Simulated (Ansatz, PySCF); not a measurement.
Gas-phase reaction in SMILES: COC(C)=O -> [CH2]C(=O)OC + H atom (the C-H bond at the site shown breaks; other sites are not compared here)
Each molecule is optimised on its own at B3LYP-D3(BJ)/def2-TZVP (Ansatz, a quantum-chemistry and plane-wave program), one conformer each, not searched for the lowest.

Wanted: bond dissociation energy (enthalpy at 298 K, with B3LYP-D3(BJ) rigid-rotor harmonic-oscillator terms from PySCF), in kcal/mol. Valence correlation only, unless marked. Open shells are spin-unrestricted. Spin-orbit coupling is left out. No relativistic terms. Basis-set limits of correlation are two-point, X^-3; Hartree-Fock from the larger set. The bracket is a focal-point correction in the basis named.

```
level                        program  bond dissociation energy (kcal/mol)
--------------------  --------------  -----------------------------------
HF-D3(BJ)/def2-TZVPD   PySCF + dftd3                                 75.1
r2SCAN-D4/def2-TZVPD  Ansatz + dftd4                                 92.5
```

Predict the RI-MP2/CBS(cc-pVTZ,cc-pVQZ)+[CCSD(T)-MP2]/cc-pVTZ result (Ansatz).

99.4 kcal/mol, so r2SCAN-D4/def2-TZVPD differs from it by -6.9 kcal/mol.
